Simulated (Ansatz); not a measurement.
Frontier orbitals of `C[N](C)[Nb](=[NH])([N](C)C)[N](C)C`.

Cartesian coordinates in Å:
```
C 1.080 1.811 -1.435
N 1.588 0.603 -0.836
C 3.000 0.435 -1.069
Nb 0.317 -0.644 0.066
N 1.089 -2.215 0.225
N -1.338 -0.854 -1.029
C -1.741 -1.973 -1.842
C -2.349 0.172 -0.978
N -0.140 0.031 1.888
C -0.409 1.435 2.070
C -0.164 -0.692 3.133
H 1.552 2.709 -1.008
H 1.255 1.830 -2.521
H -0.002 1.909 -1.288
H 3.349 -0.497 -0.625
H 3.229 0.412 -2.145
H 3.578 1.262 -0.631
H 1.531 -3.116 0.316
H -0.968 -2.740 -1.842
H -1.921 -1.665 -2.884
H -2.674 -2.423 -1.472
H -2.052 0.998 -0.323
H -3.301 -0.216 -0.585
H -2.551 0.597 -1.973
H -0.347 1.983 1.123
H 0.317 1.901 2.753
H -1.413 1.608 2.485
H -1.152 -0.628 3.614
H 0.571 -0.288 3.846
H 0.065 -1.744 2.966
```

The species carries charge 0 and has multiplicity 1. Correlated methods include outer-core shells of Nb, which these sets cover unevenly. Nb takes the def2 core potential. Geometry: relaxed with PBE0-D4/def2-TZVP. It is one conformer, not always the lowest. Basis def2-TZVPP, Ansatz.

Orbital energies of one run (eV). Highest occupied ones, from the top: -4.65, -5.40, -5.40, -6.34, -6.34, -7.98, -8.10, -8.10, -9.01, -9.01, -9.25, -9.61, -9.65, -9.65. Empty: -0.61, -0.61, -0.16, 0.27, 0.63, 0.64.

Which functional gave them?
A. HSE06 (plane-wave form)
B. B3LYP
C. ωB97M-V
D. r2SCAN

D. HOMO energies: r2SCAN -4.65, HSE06 -5.23, ωB97M-V -7.80, B3LYP -5.44 eV.

B3LYP here is the variant with VWN-RPA as its local correlation; programs differ in this.
